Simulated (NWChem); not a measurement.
# CH$_{5}$CuO; SMILES [CH3][Cu]<-[OH2]

```xyz
8

Cu    -0.0003    -0.1189    -0.0092
C      0.0000    -2.0118     0.0074
H      0.8528    -2.4143    -0.5668
H     -0.9237    -2.4140    -0.4441
H      0.0708    -2.4117     1.0338
O     -0.0006     1.8738     0.0014
H      0.7696     2.2384     0.4565
H     -0.7695     2.2383     0.4588
```
Atoms are numbered in this order, from 1.

Level: PBE0/def2-SVP (NWChem), optimised geometry, unscaled harmonic frequencies. 

```csv
frequency (cm⁻¹),IR intensity (km/mol)
23,37.3
135,8.1
136,0.1
361,1.7
406,288.7
529,0.0
573,14.0
651,59.8
656,52.8
1154,8.3
1427,0.0
1427,0.0
1610,81.4
3027,41.5
3125,19.9
3126,21.0
3828,41.7
3921,133.7
```

| Quantity | Value |
|---|---|
| zero-point energy | 37.3 kcal/mol |
| thermal correction to the enthalpy at 298.15 K (with zero-point energy) | 41.9 kcal/mol |
| heat capacity Cv | 19.4 cal/(mol K) |
| entropy at 298.15 K and 1 atm (symmetry number 1) | 78.5 cal/(mol K) |
| dipole moment | 5.94 D |

Rigid rotor and harmonic oscillator; modes under 100 cm⁻¹ make the entropy uncertain.
